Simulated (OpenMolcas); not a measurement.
# How methods differ on CH3ClFIn (SMILES [CH3][In]([F])[Cl])

CH3ClFIn has 7 atoms, charge 0, and is taken as a singlet. As SMILES, `[CH3][In]([F])[Cl]`. The coordinates come from a PBE0-D4/def2-TZVP relaxation.

Each level gives the dipole moment (D). The values are calculated.

```
                           level           kind     program  value (D)  CPU time
    HF/def2-SVP (core potential)   Hartree–Fock  OpenMolcas       4.27      14 s
  BLYP/def2-SVP (core potential)            GGA  OpenMolcas       3.79      45 s
   PBE/def2-SVP (core potential)            GGA  OpenMolcas       3.83      47 s
revPBE/def2-SVP (core potential)            GGA  OpenMolcas       3.83      43 s
 M06-L/def2-SVP (core potential)       meta-GGA  OpenMolcas       4.02      52 s
r2SCAN/def2-SVP (core potential)       meta-GGA  OpenMolcas       4.04      54 s
 BHLYP/def2-SVP (core potential)  global hybrid  OpenMolcas       4.14      34 s
  PBE0/def2-SVP (core potential)  global hybrid  OpenMolcas       4.03      40 s
```

The values span 3.79 to 4.27 D. Magnitudes only. CPU times are rough (shared hosts, several kinds of processor and program).
